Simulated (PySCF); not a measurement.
C3H5BrGe, SMILES [Br][Ge@H]1[CH]=C[CH2]1, point group C1.

Level: PBE0/pcSseg-1 in PySCF (density fitting, grid level 2); geometry and Hessian at that level, cubic constants and property derivatives from steps of ±0.6 along each species' dimensionless normal coordinates, second-order vibrational perturbation theory. The parent has the commonest isotopes.

Equilibrium geometry (Å):

```json
{"atom": "Br1", "x": "2.7247", "y": "0.3149", "z": "-1.4991"}
{"atom": "Ge2", "x": "1.1863", "y": "-0.0138", "z": "0.2066"}
{"atom": "C3", "x": "-0.2668", "y": "1.2516", "z": "0.3631"}
{"atom": "C4", "x": "-1.1638", "y": "0.3041", "z": "0.0455"}
{"atom": "C5", "x": "-0.4635", "y": "-0.9975", "z": "-0.2827"}
{"atom": "H6", "x": "2.0103", "y": "-0.4183", "z": "1.4349"}
{"atom": "H7", "x": "-0.4537", "y": "2.2896", "z": "0.6236"}
{"atom": "H8", "x": "-2.2509", "y": "0.4287", "z": "0.0229"}
{"atom": "H9", "x": "-0.5299", "y": "-1.2849", "z": "-1.3382"}
{"atom": "H10", "x": "-0.7571", "y": "-1.8558", "z": "0.3332"}
```

(1) Give the equilibrium and ground-state rotational constants (MHz) of parent; ¹³C at 3.

(2) How is the parent's vibrational correction B0 − Be made up?

(3) And its quartic centrifugal distortion constants from the harmonic force field?

(4) Which nuclear quadrupole couplings χaa, χbb, χcc (MHz) does the parent show, at equilibrium and averaged?

A mode lies under 250 cm⁻¹, where this perturbation treatment is rough.

Results:

(1) 
| species | Ae | Be | Ce | A0 | B0 | C0 | Δ0 (u Å²) | harmonic ZPE (cm⁻¹) |
| --- | --- | --- | --- | --- | --- | --- | --- | --- |
| parent | 5615.8 | 1106.2 | 1102.7 | 5582.4 | 1103.5 | 1100 | -89.050 | 14929 |
| ¹³C at 3 | 5525.4 | 1095.6 | 1093.5 | 5492.3 | 1092.7 | 1091.2 | -91.402 | 14887 |

Δ0 = Ic − Ia − Ib from the ground-state constants.

(2) 
```tsv
axis	harmonic	Coriolis	cubic	total (MHz)
a	13.7	-5.7	-41.5	-33.5
b	0.813	-0.277	-3.21	-2.67
c	0.772	-0.328	-3.13	-2.69
```

(3) Asymmetric top, A reduction, Ir representation: ΔJ = 0.193 kHz, ΔJK = -2.51 kHz, ΔK = 27.6 kHz, δJ = 0.00925 kHz, δK = -7.56 kHz.

(4) 79Br at 1: 311.0, -148.6, -162.4 and 310.9, -148.5, -162.5.
